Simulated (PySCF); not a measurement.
A structure optimised at B3LYP-D3(BJ)/def2-SVP, used in a PySCF frequency run:

```xyz
7

Sn     0.0000     0.0000     0.5431
S      2.0063     0.0544    -0.8484
S     -2.0063    -0.0544    -0.8484
H      0.0872     1.4352     1.4803
H     -0.0872    -1.4352     1.4803
H      1.6988    -1.1011    -1.4833
H     -1.6988     1.1011    -1.4833
```

Question: Write its SMILES, formula and point group.

Answer: [SH][SnH2][SH], H4S2Sn, C2

Question: What are its rotational constants (standard atomic weights)?

Answer: 5.2529, 1.8668, 1.4298 GHz
